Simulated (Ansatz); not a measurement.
Mulliken charges of `[O][Sn]([F])([Cl])[Cl]` radical from PBE/def2-TZVPP in Ansatz (PBE0-D4/def2-TZVP geometry).

```csv
atom,x (Å),y (Å),z (Å),charge (e)
O1,-0.217,-0.337,1.950,-0.315
Sn2,0.032,-0.042,0.021,1.238
F3,1.498,-1.076,-0.583,-0.394
Cl4,-1.813,-0.768,-1.099,-0.265
Cl5,0.550,2.148,-0.330,-0.264
```

Q: By hand: the dipole of these point charges (1 e Å = 4.8032 D).

A: Σ q r = (-0.147, 0.115, 0.020) e Å, of length 0.188 e Å = 0.90 D.

Q: How does the dipole of the full density compare? (Best estimate.)

A: The calculation gave: (-0.169, 0.156, -0.076) e Å, 1.16 D; the point charges give 0.78 times that, at 25° from its direction.

Point charges leave out the atoms' own dipoles, such as those of lone pairs, and Mulliken's split depends on the basis, so the two needn't agree.
